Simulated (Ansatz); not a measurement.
Ansatz (a quantum-chemistry and plane-wave program) input (B3LYP-D3(BJ)/def2-TZVP):

Ansatz 0.2 input:
```yaml
crystal:
  periodic: [false, false, false]
  atoms:
    - {symbol: Sr, position_ang: [0.13961624, -0.02902608, -0.08927174]}
    - {symbol: F, position_ang: [-0.30831943, 1.49793583, -1.25531380]}
    - {symbol: F, position_ang: [0.19719054, -1.40724851, 1.32120709]}
basis:
  gaussian:
    orbitals: def2-TZVP
hamiltonian:
  xc: b3lyp
  dispersion: d3bj
total_charge: -1
magnetization: {spin_polarized: true, initial_magnetization: 1}
relax: {f_tol: 0.002, max_steps: 150}
```

Output:

```
Functional definition: B3LYP
integrals: 0.02 GiB planned
625 factors; their error is unknown
mean field: 0.30 GiB planned
mean field evaluation 1: about -6275.5872 eV, gradient 8.7e0 eV
mean field evaluation 2: about -6275.4888 eV, gradient 1.1e1 eV
mean field evaluation 4: about -6275.8276 eV, gradient 2.8e-1 eV
mean field evaluation 8: about -6275.8489 eV, gradient 5.3e-2 eV
mean field evaluation 16: about -6274.7656 eV, gradient 1.7e0 eV
mean field -6275.84894575 eV, -230.6331948331 hartree, gradient 3.2e-5 eV, S^2 0.750096; 0 other end points of the search recorded, 0 dependent functions left out
the calculation of the forces begins
reference -6275.84913756 eV, -230.6332018820 hartree; 15, 14 occupied and 80, 81 virtual orbitals, 625 factors
relax step   1: F+E_penalty+E_count = -6275.89480224 eV  Δ(F+E_penalty+E_count) = +0.000e0 eV  max|allowed force component| = 3.883e0 eV/Å  Δτ_max = 0.0000 Å  (33 SCF iters, accepted)
these checks for a lower state are left out or cut short: starts, cluster_reference, orbital_swaps, neighbouring_geometries, increment
integrals: 0.02 GiB planned
625 factors; their error is unknown
mean field: 0.29 GiB planned
mean field -6276.93008415 eV, -230.6729259365 hartree, gradient 1.1e-5 eV, S^2 0.750109; 0 other end points of the search recorded, 0 dependent functions left out
the calculation of the forces begins
reference -6276.93028759 eV, -230.6729334129 hartree; 15, 14 occupied and 80, 81 virtual orbitals, 625 factors
relax step   2: F+E_penalty+E_count = -6276.97503889 eV  Δ(F+E_penalty+E_count) = -1.080e0 eV  max|allowed force component| = 4.663e-1 eV/Å  Δτ_max = 0.1950 Å  (33 SCF iters, accepted)
these checks for a lower state are left out or cut short: starts, cluster_reference, orbital_swaps, neighbouring_geometries, increment
integrals: 0.02 GiB planned
625 factors; their error is unknown
mean field: 0.29 GiB planned
mean field evaluation 32: about -6277.0229 eV, gradient 7.8e-3 eV
mean field -6277.04505910 eV, -230.6771511880 hartree, gradient 1.3e-5 eV, S^2 0.750080; 0 other end points of the search recorded, 0 dependent functions left out
the calculation of the forces begins
reference -6277.04527123 eV, -230.6771589837 hartree; 15, 14 occupied and 80, 81 virtual orbitals, 625 factors
relax step   3: F+E_penalty+E_count = -6277.08987748 eV  Δ(F+E_penalty+E_count) = -1.148e-1 eV  max|allowed force component| = 3.066e-1 eV/Å  Δτ_max = 0.1958 Å  (33 SCF iters, accepted)
these checks for a lower state are left out or cut short: starts, cluster_reference, orbital_swaps, neighbouring_geometries, increment
integrals: 0.02 GiB planned
625 factors; their error is unknown
mean field: 0.29 GiB planned
mean field -6277.11873210 eV, -230.6798586206 hartree, gradient 1.5e-5 eV, S^2 0.750065; 0 other end points of the search recorded, 0 dependent functions left out
the calculation of the forces begins
reference -6277.11894694 eV, -230.6798665160 hartree; 15, 14 occupied and 80, 81 virtual orbitals, 625 factors
relax step   4: F+E_penalty+E_count = -6277.16386980 eV  Δ(F+E_penalty+E_count) = -7.399e-2 eV  max|allowed force component| = 4.179e-1 eV/Å  Δτ_max = 0.1927 Å  (33 SCF iters, accepted)
these checks for a lower state are left out or cut short: starts, cluster_reference, orbital_swaps, neighbouring_geometries, increment
integrals: 0.02 GiB planned
625 factors; their error is unknown
mean field: 0.30 GiB planned
mean field -6277.15709338 eV, -230.6812683716 hartree, gradient 1.7e-5 eV, S^2 0.750061; 0 other end points of the search recorded, 0 dependent functions left out
the calculation of the forces begins
reference -6277.15731083 eV, -230.6812763628 hartree; 15, 14 occupied and 80, 81 virtual orbitals, 625 factors
relax step   5: F+E_penalty+E_count = -6277.20276209 eV  Δ(F+E_penalty+E_count) = -3.889e-2 eV  max|allowed force component| = 2.924e-1 eV/Å  Δτ_max = 0.1287 Å  (30 SCF iters, accepted)
these checks for a lower state are left out or cut short: starts, cluster_reference, orbital_swaps, neighbouring_geometries, increment
integrals: 0.02 GiB planned
625 factors; their error is unknown
mean field: 0.30 GiB planned
mean field -6277.16926619 eV, -230.6817157145 hartree, gradient 7.5e-6 eV, S^2 0.750058; 0 other end points of the search recorded, 0 dependent functions left out
the calculation of the forces begins
reference -6277.16948198 eV, -230.6817236445 hartree; 15, 14 occupied and 80, 81 virtual orbitals, 625 factors
relax step   6: F+E_penalty+E_count = -6277.21514870 eV  Δ(F+E_penalty+E_count) = -1.239e-2 eV  max|allowed force component| = 4.450e-3 eV/Å  Δτ_max = 0.0309 Å  (30 SCF iters, accepted)
these checks for a lower state are left out or cut short: starts, cluster_reference, orbital_swaps, neighbouring_geometries, increment
integrals: 0.02 GiB planned
625 factors; their error is unknown
mean field: 0.30 GiB planned
mean field evaluation 64: about -6277.1488 eV, gradient 1.3e-1 eV
mean field -6277.16928362 eV, -230.6817163550 hartree, gradient 9.5e-6 eV, S^2 0.750058; 0 other end points of the search recorded, 0 dependent functions left out
the calculation of the forces begins
reference -6277.16949943 eV, -230.6817242857 hartree; 15, 14 occupied and 80, 81 virtual orbitals, 625 factors
relax step   7: F+E_penalty+E_count = -6277.21518829 eV  Δ(F+E_penalty+E_count) = -3.959e-5 eV  max|allowed force component| = 6.415e-4 eV/Å  Δτ_max = 0.0046 Å  (26 SCF iters, accepted)
integrals: 0.02 GiB planned
625 factors; their error is unknown
mean field: 0.30 GiB planned
mean field -6277.16928362 eV, -230.6817163550 hartree, gradient 9.7e-6 eV, S^2 0.750058; 1 other end points of the search recorded, 0 dependent functions left out
the calculation of the forces begins
reference -6277.16949943 eV, -230.6817242857 hartree; 15, 14 occupied and 80, 81 virtual orbitals, 625 factors
Total energy: -6277.21540409 eV, -230.6834112510 hartree
Atom 0 at     0.621377    -0.212687    -0.390840 Å, force     0.000011    -0.000005    -0.000006 eV/Å
Atom 1 at    -0.539261     1.532619    -1.053843 Å, force     0.000106    -0.000637     0.000570 eV/Å
Atom 2 at    -0.053629    -1.258271     1.421304 Å, force    -0.000116     0.000642    -0.000564 eV/Å
Dipole moment:    -0.081202     0.030953     0.050833 e Å
```
